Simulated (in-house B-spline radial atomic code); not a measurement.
RPA and G0W0 on r2SCAN: I III (I2+)

Configuration [Kr] 4d10 5s2 5p3, highest spin, mean-field start r2SCAN. Computed with a B-spline radial code for spherical atoms: all electrons, scalar-relativistic (spin-free one-electron X2C), finite nucleus, each spin shell either full or empty, empty states to l = 9 with an (l + 1/2)⁻⁴ tail; G0W0 by contour deformation at full frequency.

Spin-orbit coupling, left out, splits p levels strongly here.

Command:
```bash
python run_gw.py task.json out
```
Settings (radii: box in bohr, nucleus in fm):
```
Z                        53
electrons                51
configuration            [Kr] 4d10 5s2 5p3
hamiltonian              x2c
method                   r2scan
lmax                     9
rms_radius               4.75
spin_polarised           True
box_radius               17.55
intervals                69
```

Cost of the run: 7.6 s on 1 thread of Arm Neoverse N1, with other jobs on the host.

Energies (hartree):

```json
{"term": "mean-field total", "value": "-7114.61027"}
{"term": "Hartree-Fock functional on these orbitals", "value": "-7111.74066"}
{"term": "direct second order", "value": "-4.5456"}
{"term": "second-order exchange", "value": "1.2487"}
{"term": "SOSEX correction", "value": "1.1626"}
```

Task: What is the RPA correlation energy, and what remains with SOSEX?

Result: RPA gives -3.98 hartree (-2.12 eV per electron); RPA + SOSEX gives -2.8174, and the second-order doubles -3.2968 hartree (no singles). SOSEX takes back 29 % of the RPA value.

Quasi-particle levels (eV):

| level | occupied | mean field | Σx - vxc | Σc | QP weight | G0W0 |
| --- | --- | --- | --- | --- | --- | --- |
| 5p up | yes | -26.001 | -4.18 | ? | ? | ? |
| 5s down | yes | -34.33 | -2.81 | -2.38 | 0.930 | -39.53 |
| 4d down | yes | -71.31 | -10.77 | 2.49 | 0.857 | -79.59 |
| 5p down | no | -22.184 | 5.80 | -2.59 | 0.933 | -18.971 |

G0W0 = mean field + (Σx - vxc) + Σc, with Σc (partial-wave tail included) taken at the quasi-particle energy. Only the outer levels were computed. Levels of low weight are left out.

Task: Where does G0W0 put 5p up?

Result: At -30.67 eV, with Σc = -0.49 eV and a quasi-particle weight of 0.933. The tabulated removal energy is 29.57 ± 0.025 eV (NIST, measured); the calculation leaves out spin-orbit coupling, Breit and QED terms, and what these don't explain is the method's own error.
